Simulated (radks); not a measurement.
The numbers below are computed, except where a source is named.
Spin polarisation of the 3d5 shell in Cr+. Start: [Ar] 3d(up 2.5, down 2.5); electrons of 3d are moved from spin down to spin up, other shells keep equal spins. Level of theory: scalar-relativistic Kohn-Sham, PBE, spin-polarised, spherical densities, finite nucleus; Fermi nuclear charge, rms radius of each element as measured or else 0.836 A^(1/3) + 0.57 fm (a radial shooting solver on a logarithmic mesh with Libxc functionals).

\begin{tabular}{lrrrr}
moment (Bohr magnetons) & E - E(0) (eV) & e(3d up) (eV) & e(3d down) (eV) & 3p down minus up (eV) \\ \hline
0 & 0.000 & -9.875 & -9.875 & 0.000 \\
1 & -0.198 & -10.238 & -9.444 & 0.900 \\
2 & -0.794 & -10.531 & -8.945 & 1.798 \\
3 & -1.784 & -10.750 & -8.376 & 2.692 \\
4 & -3.166 & -10.883 & -7.728 & 3.577 \\
\end{tabular}

At moment 4 the spin-polarisation energy is -3.166 eV and the 3d exchange splitting 3.155 eV, that is 0.789 eV per Bohr magneton; E = -I m^2/4 would give I = 0.791 eV.
